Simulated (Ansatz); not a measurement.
Gas-phase electronic energies from Ansatz, PBE0-D4/def2-TZVP geometries. CBS: MP2 limit from def2 TZ/QZ plus the TZ coupled-cluster correction, frozen cores. DFT in def2-TZVPP. B3LYP here is the variant with VWN-RPA as its local correlation; programs differ in this.

`C/C([SiH3])=N\[SiH3]` → `CC1[SiH2]N1[SiH3]`  (isomerisation)

`C/C([SiH3])=N\[SiH3]`:

Cartesian coordinates in Å:
```
C 0.630 0.296 1.383
C 0.316 0.220 -0.082
Si 1.431 1.116 -1.349
N -0.655 -0.396 -0.611
Si -1.961 -1.350 0.011
H 1.634 -0.099 1.569
H -0.091 -0.253 1.989
H 0.650 1.342 1.705
H 2.595 1.776 -0.692
H 0.619 2.149 -2.040
H 1.925 0.120 -2.331
H -3.217 -0.693 -0.429
H -1.849 -2.690 -0.618
H -2.027 -1.537 1.493
```

`CC1[SiH2]N1[SiH3]`:

```xyz
14

C    -1.413    1.219   -0.449
C    -0.723   -0.116   -0.528
Si    0.759   -0.477   -1.550
N     0.619   -0.207    0.125
Si    1.020   -0.626    1.732
H    -0.739    2.031   -0.734
H    -2.280    1.243   -1.114
H    -1.765    1.421    0.568
H    -1.379   -0.960   -0.298
H     1.040   -1.844   -2.048
H     1.417    0.570   -2.364
H     0.558    0.417    2.689
H     0.389   -1.913    2.150
H     2.497   -0.759    1.821
```

```
             level  ΔE (kJ/mol)  difference from CCSD(T)/CBS
            PBE-D4        -17.9                          4.9
         r2SCAN-D4        -22.6                          0.2
           PBE0-D4        -27.5                         -4.7
          B3LYP-D4         -9.3                         13.5
           ωB97X-V        -24.6                         -1.8
           ωB97M-V        -24.1                         -1.3
            B2PLYP        -14.9                          7.9
               PBE        -16.8                          6.0
            r2SCAN        -22.4                          0.4
              PBE0        -26.6                         -3.8
             B3LYP         -7.4                         15.4
     HF/def2-TZVPP         -1.9                         20.9
    MP2/def2-TZVPP        -32.7                         -9.9
SCS-MP2/def2-TZVPP        -23.1                         -0.3
   CCSD/def2-TZVPP        -20.0                          2.8
CCSD(T)/def2-TZVPP        -18.7                          4.1
     HF/def2-QZVPP         -3.3                         19.5
    MP2/def2-QZVPP        -35.5                        -12.7
SCS-MP2/def2-QZVPP        -25.6                         -2.8
      HF/CBS(def2)         -3.5                         19.3
     MP2/CBS(def2)        -36.7                        -13.9
    CCSD/CBS(def2)        -24.0                         -1.2
       CCSD(T)/CBS        -22.8                            0
```

Largest T1 diagnostic among the species: 0.013.

From PBE to PBE0 (25 % exact exchange), in def2-TZVPP and without D4, ΔE moves by −9.8 kJ/mol. In def2-TZVPP, CCSD(T) changes the Hartree–Fock value by −16.8 kJ/mol (the triples alone add +1.3 kJ/mol) and MP2 by −30.8 kJ/mol.
